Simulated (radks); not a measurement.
The numbers below are computed, except where a source is named.
Q: All-electron atom: neutral scandium in [Ar] 3d1 4s2 (the NIST ground configuration). Code: a radial shooting solver on a logarithmic mesh with Libxc functionals. Model: Dirac Kohn-Sham, PBE, spin-unpolarised, spherical densities, point nucleus; open shells fill j = l - 1/2 first. Some entries of the table are withheld. Estimate them.

| orbital | occ. | eigenvalue (Ry) | <r> (bohr) |
|---|---|---|---|
| 1s1/2 | 2 | -323.1422 | 0.07304 |
| 2s1/2 | 2 | (1) | 0.3433 |
| 2p1/2 | 2 | (2) | 0.3059 |
| 2p3/2 | 4 | (3) | 0.3085 |
| 3s1/2 | 2 | -4.04396 | 1.075 |
| 3p1/2 | 2 | -2.49529 | (4) |
| 3p3/2 | 4 | -2.45782 | (5) |
| 4s1/2 | 2 | -0.30732 | 3.721 |
| 3d3/2 | 1 | (6) | 1.866 |
| 3d5/2 | 0 | (7) | 1.873 |

A: 
(1) 2s1/2 eigenvalue (Ry): -34.85422
(2) 2p1/2 eigenvalue (Ry): -28.75592
(3) 2p3/2 eigenvalue (Ry): -28.41476
(4) 3p1/2 <r> (bohr): 1.163
(5) 3p3/2 <r> (bohr): 1.171
(6) 3d3/2 eigenvalue (Ry): -0.23858
(7) 3d5/2 eigenvalue (Ry): -0.23636
